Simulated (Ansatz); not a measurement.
One change: `CC(C)[O][In]([Cl])[Cl]` becomes `CC(C)[O][Cd][OH]`.

Ansatz, PBE0-D4/def2-TZVP geometries, multiplicity 1. Each molecule was computed in one conformer, which needn't be the lowest.

Elements past krypton have def2 core potentials.

| property | `CC(C)[O][In]([Cl])[Cl]` |
| --- | --- |
| HOMO–LUMO gap (ωB97M-V/def2-TZVPP) / eV | 10.18 |
| LUMO energy (B3LYP/def2-TZVPP) / eV | -2.68 |
| HOMO energy (PBE0/def2-TZVPP) / eV | -8.22 |
| HOMO energy (ωB97M-V/def2-TZVPP) / eV | -10.60 |
| size of the dipole moment (ωB97M-V/def2-TZVPP) / D | 2.41 |
| HOMO–LUMO gap (PBE0/def2-TZVPP) / eV | 5.86 |

(1) What does the change do to each property? (Best estimate.)

Results:

(1) Computed: 
```tsv
property	`CC(C)[O][Cd][OH]`	shift
HOMO–LUMO gap (ωB97M-V/def2-TZVPP) / eV	10.02	-0.16
LUMO energy (B3LYP/def2-TZVPP) / eV	-1.61	1.07
HOMO energy (PBE0/def2-TZVPP) / eV	-7.21	1.01
HOMO energy (ωB97M-V/def2-TZVPP) / eV	-9.60	1.00
size of the dipole moment (ωB97M-V/def2-TZVPP) / D	1.81	-0.60
HOMO–LUMO gap (PBE0/def2-TZVPP) / eV	5.94	0.08
```

With PBE0 the HOMO rises by 1.01 eV and the LUMO rises by 1.10 eV, so the gap widens by about 0.09 eV. PBE moves the HOMO by 0.98 eV and ωB97M-V by 1.00 eV. Dipoles are sizes alone; their direction can turn.

B3LYP here is the variant with VWN-RPA as its local correlation; programs differ in this.
